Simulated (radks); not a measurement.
Results of a calculation; reference values are marked as such.
Task: Ionisation of Au2+, [Xe] 4f14 5d9, to Au3+, [Xe] 4f14 5d8, under several functionals. Scalar-relativistic Kohn-Sham, spin-polarised, spherical densities, finite nucleus; open shells are filled with parallel spins first (spin-orbit coupling, left out, can overturn this in heavy ions); a radial shooting solver on a logarithmic mesh with Libxc functionals. Known Delta-SCF values: r2SCAN 33.370 eV; revPBE 33.224 eV. What does TASK exchange with Perdew-Wang LDA correlation give, and what is its highest occupied eigenvalue?

Result: 33.265 eV by Delta-SCF; the 5d eigenvalue is -26.996 eV. NIST: 30 eV (theoretical).
